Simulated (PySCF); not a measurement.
## GeF₃⁻ at several levels of theory

All levels use the PBE0 minimum (singlet; Ge–F 1.836 Å (×3); F–Ge–F 95.1° (×3)), basis [Ge def2-SVPD, F def2-SVPD], no relativity, density fitting, no spin–orbit coupling, PySCF. For vertical energies the ionised species is a doublet (spins chosen at PBE0 and kept). Open shells are unrestricted, also as the reference of the correlated levels. Dipoles are about the centre of mass. A dash marks a value that was not computed or is not defined at that level.

| level | vertical detachment energy (eV) | −ε(HOMO) (eV) | gap (eV) | dipole (D) |
| --- | --- | --- | --- | --- |
| PBE0 | 4.40 | 2.07 | 7.18 | 2.21 |
| HF | 3.74 | 4.70 | 11.41 | 2.22 |
| MP2 | ? | – | – | – |
| PBE | 4.21 | 0.93 | 5.32 | 2.13 |
| r2SCAN | ? | ? | ? | ? |

(1) Fill in the row of r2SCAN.

(2) Fill in the row of MP2.

## Answers

(1) vertical detachment energy (eV) 4.27, −ε(HOMO) (eV) 1.15, gap (eV) 5.92, dipole (D) 2.07.

(2) vertical detachment energy (eV) 4.25.

The lowest empty level of this anion is unbound, so it and the gap depend on the basis.
